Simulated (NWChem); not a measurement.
Molecule: MgNH₂I; SMILES [NH2][Mg][I]

```xyz
5

Mg     0.0587    -1.4542    -0.0051
I     -0.2540     1.0911     0.0177
N      0.2888    -3.3212    -0.0218
H      0.4591    -3.9028    -0.8372
H      0.2624    -3.9388     0.7842
```
Atoms are numbered in this order, from 1.

Level: PBE0/def2-SVP with def2 effective core potentials on I (NWChem), optimised geometry, unscaled harmonic frequencies. def2 effective core potentials on I; no spin-orbit coupling.

Task: List the harmonic frequencies with IR intensities, and the thermochemistry.

Result: 
```
frequency (cm⁻¹)  IR intensity (km/mol)
----------------  ---------------------
116                                21.7
125                                29.2
263                                10.8
320                               130.3
536                                75.5
744                               108.8
1527                               11.1
3597                               12.7
3680                               18.8
```

The zero-point energy comes out as 15.6 kcal/mol. The thermal correction to the enthalpy at 298.15 K (with zero-point energy) is 19.6 kcal/mol. The heat capacity Cv is 15.2 cal/(mol K) and the entropy at 298.15 K and 1 atm (symmetry number 2) is 73.5 cal/(mol K).

Rigid rotor and harmonic oscillator.
